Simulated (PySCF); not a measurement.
Si (silicon, neutral) across methods

[Ne] 3s2 3p2, high-spin 3P determinant. Calculation: PySCF 2.14, in aug-cc-pCVTZ-DK with one added diffuse shell each of s, p, d, f type (9s8p6d4f, 91 functions); scalar relativity by spin-free X2C-1e.

```csv
method,E (hartree),mean ε 3s α (eV),mean ε 3s β (eV),mean ε 3p α (eV),Σ⟨r²⟩ (bohr²),⟨S²⟩
wB97X,-289.9765,-15.575,-13.126,-7.727,31.50,2.005
MN15,-289.9881,-12.957,-11.236,-5.834,32.26,2.003
PBE0,-289.8646,-12.847,-10.764,-5.617,31.80,2.006
r2SCAN,-289.9557,-11.730,-9.825,-4.906,31.76,2.010
TPSSh,-289.9977,-12.133,-10.068,-5.111,31.64,2.006
LDA,-288.8188,-11.351,-9.934,-4.569,32.15,2.002
UHF,-289.45930,-16.927,-12.669,-8.187,32.19,2.015
BP86,-290.0159,-11.353,-9.937,-4.648,31.98,2.004
```

(1) Estimate the same row for PBE.

Answers

(1) E (hartree) = -289.8412; mean ε 3s α (eV) = -11.274; mean ε 3s β (eV) = -9.747; mean ε 3p α (eV) = -4.596; Σ⟨r²⟩ (bohr²) = 32.03; ⟨S²⟩ = 2.004.
